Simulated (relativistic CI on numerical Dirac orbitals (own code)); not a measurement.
## Radial parameters of Er VII

Calculated at this level of theory: Dirac-Coulomb-Breit CI, separate exchange-only KLI orbitals for each configuration, model QED, unscaled Slater integrals (own radial code, finite nucleus).

Slater integrals F^k, G^k are unscaled and averaged over j, outside the closed core [Kr] 4d10; ζ comes from projecting the Hamiltonian with its Breit term on Σ l·s of the shell.

- 4f10 5s2 5p4: F^2(4f,4f) = 137840, F^4(4f,4f) = 86849, F^6(4f,4f) = 62585, ζ(4f) = 2493.8, F^2(5p,5p) = 80901, F^2(4f,5p) = 61385, G^2(4f,5p) = 28902, G^4(4f,5p) = 23166, ζ(5p) = 37108 cm⁻¹; <r>(4f) = 0.706, <r^2>(4f) = 0.6195, <r>(5p) = 1.326, <r^2>(5p) = 1.971 (bohr units).
- 4f9 5s 5p6: F^2(4f,4f) = 142990, F^4(4f,4f) = 90359, F^6(4f,4f) = 65194, ζ(4f) = 2680.1, G^3(4f,5s) = 32948 cm⁻¹; <r>(4f) = 0.685, <r^2>(4f) = 0.5785, <r>(5s) = 1.164, <r^2>(5s) = 1.514 (bohr units).
- 4f12 5s 5p3: F^2(4f,4f) = 129450, F^4(4f,4f) = 81177, F^6(4f,4f) = 58384, ζ(4f) = 2246.8, G^3(4f,5s) = 35490, F^2(5p,5p) = 79426, F^2(4f,5p) = 61158, G^2(4f,5p) = 30824, G^4(4f,5p) = 24251, G^1(5s,5p) = 104210, ζ(5p) = 34336 cm⁻¹; <r>(4f) = 0.7439, <r^2>(4f) = 0.6968, <r>(5s) = 1.194, <r^2>(5s) = 1.594, <r>(5p) = 1.351, <r^2>(5p) = 2.047 (bohr units).

Averages of the first 3 configurations, taken without configuration mixing, which lowers the lowest level and can move excited configurations by several eV; other configurations of the list can lie among them:

| Configuration | Parity | States | Average energy above the lowest level (eV) |
| --- | --- | --- | --- |
| 4f10 5s2 5p4 | even | 15015 | 15.3 |
| 4f9 5s 5p6 | odd | 4004 | 37.2 |
| 4f12 5s 5p3 | odd | 3640 | 78.7 |
